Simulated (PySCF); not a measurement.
Cartesian coordinates in Å; atom numbers follow the order of the lines, from 1:
```xyz
6

Ge    0.1906   -0.0137   -0.5217
S     0.2742    0.0276    1.7064
H    -1.0674    0.0538    1.8632
H     1.6588   -0.0235   -0.9685
H    -0.5268    1.2362   -1.0617
H    -0.5293   -1.2804   -1.0177
```

Geometry: PBE0-D3(BJ)/def2-SVP; GIAO shifts from PySCF 2.14, gas phase, non-relativistic, averaged over equivalent atoms.

At PBE/pcSseg-1 (pcSseg-2 on Ge) (107 basis functions, 6.2 s wall time on 1 thread of an Arm Neoverse V1, shared host):
```json
{"atoms": "S2", "δ (ppm)": "-257.4"}
{"atoms": "H4/H5/H6", "δ (ppm)": "4.89"}
{"atoms": "H3", "δ (ppm)": "0.02"}
```

δ = σ(ref) − σ, references computed at the same level: CS2 for 33S (490.84 ppm); TMS for 1H (31.20 ppm).

**Question.** Predict the values at PBE0/pcSseg-1 (pcSseg-2 on Ge) on the same geometry.

**Answer.** 
```
   atoms  δ at PBE0/pcSseg-1 (pcSseg-2 on Ge)  change
      S2                               -278.5   -21.1
H4/H5/H6                                 4.74   -0.15
      H3                                 0.13   +0.11
```

Chemical shifts δ = σref − σ; 33S (σref 495.66) vs CS2; 1H (σref 31.27) against TMS, all at this level.

The largest change is at S2 (sulfur bonded to Ge, H). Cost: 107 basis functions, 6.3 s wall time on 1 thread of an Arm Neoverse V1, shared host.

Relativistic effects, spin–orbit coupling among them, are left out; they matter for Ge and for the light atoms bonded to it.
